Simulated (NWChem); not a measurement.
System: C$_{3}$H$_{3}$O$_{3}$, doublet; SMILES O=C1O[CH]CO1

Input file for NWChem:

```
start job
memory heap 200 mb stack 900 mb global 1100 mb
geometry units angstroms noautosym nocenter noautoz
  O     -0.039076    -1.998221     0.024301
  C     -0.014985    -0.815997     0.003879
  O      1.125086    -0.062567     0.027463
  C      0.802299     1.254534    -0.090354
  C     -0.682865     1.358060    -0.010146
  O     -1.081748    -0.002126    -0.044975
  H      1.545823     1.971224     0.255244
  H     -1.051913     1.824591     0.924326
  H     -1.143659     1.895372    -0.857567
end
basis spherical
  * library def2-svp
end
dft
  odft
  mult 2
  xc b3lyp
  iterations 150
  mulliken
end
task dft energy
esp
  recalculate
  probe 0.07
  range 0.3
  factor 1.0
  spacing 0.02
end
task esp
```

Output (shortened):

```
             Northwest Computational Chemistry Package (NWChem) 7.3.0
             --------------------------------------------------------

                             Geometry "geometry" -> ""
                             -------------------------

 Output coordinates in angstroms (scale by  1.889725989 to convert to a.u.)

  No.       Tag          Charge          X              Y              Z
 ---- ---------------- ---------- -------------- -------------- --------------
    1 O                    8.0000    -0.03907600    -1.99822100     0.02430100
    2 C                    6.0000    -0.01498500    -0.81599700     0.00387900
    3 O                    8.0000     1.12508600    -0.06256700     0.02746300
    4 C                    6.0000     0.80229900     1.25453400    -0.09035400
    5 C                    6.0000    -0.68286500     1.35806000    -0.01014600
    6 O                    8.0000    -1.08174800    -0.00212600    -0.04497500
    7 H                    1.0000     1.54582300     1.97122400     0.25524400
    8 H                    1.0000    -1.05191300     1.82459100     0.92432600
    9 H                    1.0000    -1.14365900     1.89537200    -0.85756700

 Effective nuclear repulsion energy (a.u.)     237.7744870561

                                 NWChem DFT Module
                                 -----------------

 Summary of "ao basis" -> "ao basis" (spherical)
 ------------------------------------------------------------------------------
       Tag                 Description            Shells   Functions and Types
 ---------------- ------------------------------  ------  ---------------------
 O                          def2-svp                 6       14   3s2p1d
 C                          def2-svp                 6       14   3s2p1d
 H                          def2-svp                 3        5   2s1p

            General Information
            -------------------
          SCF calculation type: DFT
          Wavefunction type:  spin polarized.
          No. of atoms     :     9
          No. of electrons :    45
           Alpha electrons :    23
            Beta electrons :    22
          Charge           :     0
          Spin multiplicity:     2
          Use of symmetry is: off; symmetry adaption is: off
          Maximum number of iterations: 150
          AO basis - number of functions:    99
                     number of shells:    45
          Convergence on energy requested:  1.00D-06
          Convergence on density requested:  1.00D-05
          Convergence on gradient requested:  5.00D-04

              XC Information
              --------------
                         B3LYP Method XC Potential
                     Hartree-Fock (Exact) Exchange  0.200
                        Slater Exchange Functional  0.800 local
                    Becke 1988 Exchange Functional  0.720 non-local
              Lee-Yang-Parr Correlation Functional  0.810
                  VWN I RPA Correlation Functional  0.190 local

             Grid Information
             ----------------
          Grid used for XC integration:  medium
          Radial quadrature: Mura-Knowles
          Angular quadrature: Lebedev.
          Tag              B.-S. Rad. Rad. Pts. Rad. Cut. Ang. Pts.
          ---              ---------- --------- --------- ---------
          O                   0.60       49          11.0       434
          C                   0.70       49          10.0       434
          H                   0.35       45           9.0       434
          Grid pruning is: on
          Number of quadrature shells:   429
          Spatial weights used:  Erf1

      Superposition of Atomic Density Guess
      -------------------------------------

 Sum of atomic energies:        -338.44573023

      Non-variational initial energy
      ------------------------------

 Total energy =    -341.613952
 1-e energy   =    -934.475058
 2-e energy   =     355.086619
 HOMO         =      -0.085165
 LUMO         =       0.105197

     ---------------------------------------------
      Total Density - Mulliken Population Analysis
     ---------------------------------------------

    Atom       Charge   Shell Charges
 -----------   ------   -------------------------------------------------------
    1 O    8     8.74   1.99  1.13  0.65  3.10  1.84  0.01
    2 C    6     4.85   1.99  0.83  0.11  1.40  0.38  0.15
    3 O    8     8.45   1.99  1.09  0.66  2.89  1.79  0.01
    4 C    6     5.92   1.99  0.95  0.31  1.76  0.85  0.05
    5 C    6     5.75   1.99  0.94  0.16  1.81  0.80  0.05
    6 O    8     8.53   1.99  1.09  0.67  2.92  1.84  0.01
    7 H    1     0.92   0.67  0.22  0.03
    8 H    1     0.92   0.68  0.22  0.02
    9 H    1     0.92   0.69  0.21  0.02

     --------------------------------------------
      Spin Density - Mulliken Population Analysis
     --------------------------------------------

    Atom       Charge   Shell Charges
 -----------   ------   -------------------------------------------------------
    1 O    8     0.01   0.00  0.00  0.00  0.01  0.00  0.00
    2 C    6     0.02   0.00  0.00  0.00  0.01  0.01  0.00
    3 O    8     0.08   0.00  0.00 -0.00  0.07  0.01  0.00
    4 C    6     0.76   0.00  0.01  0.02  0.40  0.33  0.00
    5 C    6     0.02   0.00  0.00 -0.00  0.01 -0.00  0.01
    6 O    8     0.01   0.00  0.00 -0.00  0.01  0.00  0.00
    7 H    1     0.02   0.01  0.00  0.01
    8 H    1     0.06   0.04  0.02  0.00
    9 H    1     0.03   0.03  0.01  0.00

   convergence    iter        energy       DeltaE   RMS-Dens  Diis-err
 ---------------- ----- ----------------- --------- --------- ---------
 d= 0,ls=0.0,diis     1   -341.2932196389 -5.79D+02  1.01D-02  4.14D-01
                                                     9.67D-03  4.03D-01
 d= 0,ls=0.0,diis     2   -340.9136017174  3.80D-01  7.02D-03  1.48D+00
                                                     6.93D-03  1.46D+00
 d= 0,ls=0.0,diis     3   -341.4655755891 -5.52D-01  1.65D-03  4.64D-02
                                                     1.60D-03  4.66D-02
 d= 0,ls=0.0,diis     4   -341.4791494437 -1.36D-02  5.84D-04  1.25D-02
                                                     5.55D-04  1.23D-02
 d= 0,ls=0.0,diis     5   -341.4834988191 -4.35D-03  1.61D-04  6.35D-04
                                                     1.57D-04  6.30D-04
  Resetting Diis
 d= 0,ls=0.0,diis     6   -341.4837302864 -2.31D-04  4.28D-05  2.07D-05
                                                     3.47D-05  1.62D-05
 d= 0,ls=0.0,diis     7   -341.4837399354 -9.65D-06  1.86D-05  1.04D-06
                                                     2.12D-05  1.98D-06
 d= 0,ls=0.0,diis     8   -341.4837400391 -1.04D-07  1.23D-05  2.60D-06
                                                     1.04D-05  2.22D-06
 d= 0,ls=0.0,diis     9   -341.4837410827 -1.04D-06  4.35D-06  2.59D-07
                                                     2.66D-06  1.48D-07
 d= 0,ls=0.0,diis    10   -341.4837411604 -7.77D-08  1.38D-06  3.87D-08
                                                     3.24D-06  9.92D-08

         Total DFT energy =     -341.483741160394
      One electron energy =     -936.789552577987
           Coulomb energy =      400.698188874343
    Exchange-Corr. energy =      -43.166864512829
 Nuclear repulsion energy =      237.774487056080

 Numeric. integr. density =       45.000002003465

                    DFT Final Alpha Molecular Orbital Analysis
                    ------------------------------------------

 Vector   21  Occ=1.000000D+00  E=-3.263677D-01
              MO Center= -5.6D-01, -5.9D-01,  6.2D-03, r^2= 2.7D+00
   Bfn.  Coefficient  Atom+Function         Bfn.  Coefficient  Atom+Function
  ----- ------------  ---------------      ----- ------------  ---------------
    76     -0.443933  6 O  pz                 6      0.416017  1 O  pz
    79     -0.333830  6 O  pz                 9      0.293020  1 O  pz
    90      0.172476  8 H  s                 62      0.151387  5 C  pz
    95     -0.149366  9 H  s                 91      0.115480  8 H  s
    96     -0.100912  9 H  s                 20      0.095872  2 C  pz

 Vector   22  Occ=1.000000D+00  E=-3.142005D-01
              MO Center= -2.3D-02, -1.6D+00,  1.6D-02, r^2= 1.5D+00
   Bfn.  Coefficient  Atom+Function         Bfn.  Coefficient  Atom+Function
  ----- ------------  ---------------      ----- ------------  ---------------
     4      0.600273  1 O  px                 7      0.388829  1 O  px
    21      0.172041  2 C  px                31     -0.152118  3 O  s
    73      0.147085  6 O  s                 75     -0.134298  6 O  py
    33      0.132139  3 O  py                32      0.115173  3 O  px
    78     -0.104209  6 O  py                36      0.097534  3 O  py

 Vector   23  Occ=1.000000D+00  E=-2.138387D-01
              MO Center=  6.5D-01,  9.9D-01, -1.6D-01, r^2= 2.1D+00
   Bfn.  Coefficient  Atom+Function         Bfn.  Coefficient  Atom+Function
  ----- ------------  ---------------      ----- ------------  ---------------
    48      0.560513  4 C  pz                51      0.447793  4 C  pz
    34     -0.323488  3 O  pz                37     -0.288353  3 O  pz
    90     -0.163202  8 H  s                 45     -0.159704  4 C  s
    91     -0.156538  8 H  s                 95      0.147294  9 H  s
     6      0.122903  1 O  pz                96      0.114099  9 H  s

 Vector   24  Occ=0.000000D+00  E= 2.545915D-02
              MO Center= -1.6D-02, -8.9D-01,  1.4D-02, r^2= 1.8D+00
   Bfn.  Coefficient  Atom+Function         Bfn.  Coefficient  Atom+Function
  ----- ------------  ---------------      ----- ------------  ---------------
    20      0.620669  2 C  pz                23      0.553472  2 C  pz
     9     -0.417905  1 O  pz                 6     -0.385797  1 O  pz
    34     -0.251781  3 O  pz                37     -0.248644  3 O  pz
    76     -0.244286  6 O  pz                79     -0.241234  6 O  pz
    45     -0.215021  4 C  s                 91      0.188072  8 H  s

 Vector   25  Occ=0.000000D+00  E= 4.911875D-02
              MO Center= -7.4D-01,  1.6D+00,  1.6D-01, r^2= 4.4D+00
   Bfn.  Coefficient  Atom+Function         Bfn.  Coefficient  Atom+Function
  ----- ------------  ---------------      ----- ------------  ---------------
    59      1.823949  5 C  s                 91     -1.294995  8 H  s
    96     -1.144266  9 H  s                 64      0.696387  5 C  py
    86     -0.524865  7 H  s                 17     -0.459249  2 C  s
    31      0.421347  3 O  s                 73      0.362200  6 O  s
    50      0.355764  4 C  py                49      0.310953  4 C  px

 Vector   26  Occ=0.000000D+00  E= 7.048964D-02
              MO Center=  3.1D-01,  1.5D+00,  3.1D-01, r^2= 4.4D+00
   Bfn.  Coefficient  Atom+Function         Bfn.  Coefficient  Atom+Function
  ----- ------------  ---------------      ----- ------------  ---------------
    86     -1.256734  7 H  s                 45      1.182411  4 C  s
    59      1.008496  5 C  s                 73     -0.732145  6 O  s
    91     -0.731879  8 H  s                 64     -0.549163  5 C  py
    31     -0.522730  3 O  s                 17      0.493525  2 C  s
    49      0.493206  4 C  px                 3     -0.341278  1 O  s

                     DFT Final Beta Molecular Orbital Analysis
                     -----------------------------------------

 Vector   20  Occ=1.000000D+00  E=-3.844793D-01
              MO Center=  3.1D-01, -7.0D-02, -2.6D-02, r^2= 2.3D+00
   Bfn.  Coefficient  Atom+Function         Bfn.  Coefficient  Atom+Function
  ----- ------------  ---------------      ----- ------------  ---------------
    34      0.433388  3 O  pz                76     -0.319592  6 O  pz
    37      0.312456  3 O  pz                79     -0.225698  6 O  pz
     6     -0.213089  1 O  pz                48      0.174811  4 C  pz
    20     -0.148679  2 C  pz                 9     -0.134830  1 O  pz
    51      0.127211  4 C  pz                62      0.080232  5 C  pz

 Vector   21  Occ=1.000000D+00  E=-3.219661D-01
              MO Center= -5.2D-01, -6.0D-01,  9.8D-03, r^2= 2.8D+00
   Bfn.  Coefficient  Atom+Function         Bfn.  Coefficient  Atom+Function
  ----- ------------  ---------------      ----- ------------  ---------------
    76     -0.429317  6 O  pz                 6      0.416872  1 O  pz
    79     -0.324811  6 O  pz                 9      0.295308  1 O  pz
    90      0.172914  8 H  s                 62      0.160848  5 C  pz
    95     -0.147843  9 H  s                 91      0.114379  8 H  s
    34     -0.113340  3 O  pz                96     -0.099925  9 H  s

 Vector   22  Occ=1.000000D+00  E=-3.131136D-01
              MO Center= -2.4D-02, -1.6D+00,  1.5D-02, r^2= 1.5D+00
   Bfn.  Coefficient  Atom+Function         Bfn.  Coefficient  Atom+Function
  ----- ------------  ---------------      ----- ------------  ---------------
     4      0.598368  1 O  px                 7      0.388137  1 O  px
    21      0.170925  2 C  px                31     -0.150117  3 O  s
    73      0.145525  6 O  s                 33      0.136836  3 O  py
    75     -0.133022  6 O  py                32      0.111428  3 O  px
    78     -0.103528  6 O  py                36      0.100904  3 O  py

 Vector   23  Occ=0.000000D+00  E=-7.307881D-02
              MO Center=  6.1D-01,  1.0D+00, -1.8D-01, r^2= 2.3D+00
   Bfn.  Coefficient  Atom+Function         Bfn.  Coefficient  Atom+Function
  ----- ------------  ---------------      ----- ------------  ---------------
    51      0.533316  4 C  pz                48      0.505399  4 C  pz
    91     -0.249707  8 H  s                 34     -0.230702  3 O  pz
    37     -0.228868  3 O  pz                96      0.184502  9 H  s
    90     -0.158370  8 H  s                 20     -0.153117  2 C  pz
    95      0.153763  9 H  s                  6      0.143267  1 O  pz

[...]

                     NWChem Electrostatic Potential Fit Module
                     -----------------------------------------

 Atom parameters

 Number of atoms is                                    9
 Number of basis functions is                         99

 Grid parameters

 Maximum number of grid points is                  35502
 Number of grid points is                          35501
 Grid range                                     0.300000 nm
 Grid spacing                                   0.020000 nm
 Probe radius                                   0.070000 nm
 Atom radius factor                             1.000000

 Atomic radii

    1    0.100000
    6    0.147000
    8    0.136000
 FASTESP  F
  using M.O. file = ./job.movecs

    Atom              Coordinates                           Charge

                                                  ESP

    1 O    -0.003908   -0.199822    0.002430   -0.556153
    2 C    -0.001499   -0.081600    0.000388    0.935426
    3 O     0.112509   -0.006257    0.002746   -0.301066
    4 C     0.080230    0.125453   -0.009035   -0.161873
    5 C    -0.068287    0.135806   -0.001015    0.433465
    6 O    -0.108175   -0.000213   -0.004498   -0.461114
    7 H     0.154582    0.197122    0.025524    0.138354
    8 H    -0.105191    0.182459    0.092433   -0.009315
    9 H    -0.114366    0.189537   -0.085757   -0.017723
                                            ------------
                                                0.000000

 Dipole moment                                  1.846640

 Quadrupole moment Qxx                         -3.334320
                   Qyy                          1.176120
                   Qzz                          2.158200

 RMS deviation kJ/mol                           0.071943

 RRMS %                                        20.448479
```

Level: B3LYP/def2-SVP, spin-unrestricted. Structure relaxed at the PBE0/def2-SVP, spin-unrestricted level. Not confirmed as a minimum by frequencies. No stability test was run on the SCF state.
